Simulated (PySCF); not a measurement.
A structure optimised at PBE-D3(BJ)/def2-SVP, used in a PySCF frequency run:

```
C
C 1 1.3532
H 2 1.1036 1 118.28
H 1 1.1081 2 119.33 3 0.00
C 1 1.5072 4 112.87 2 180.00
H 5 1.1170 1 108.32 4 -55.01
H 5 1.1170 6 102.10 1 -114.18
N 5 1.4484 6 106.39 7 -111.34
C 8 1.2862 5 122.67 6 -125.84
H 9 1.1148 8 114.77 5 180.00
Si 2 1.8649 3 123.03 1 180.00
H 11 1.5083 2 113.36 3 60.98
H 11 1.5083 12 106.79 9 -120.92
```

### Question
Write its SMILES, formula and point group.

### Answer
C1=C[SiH2]C=NC1, C₄H₇NSi, Cs

### Question
What are its rotational constants (standard atomic weights)?

### Answer
4.3284, 3.1914, 1.8988 GHz
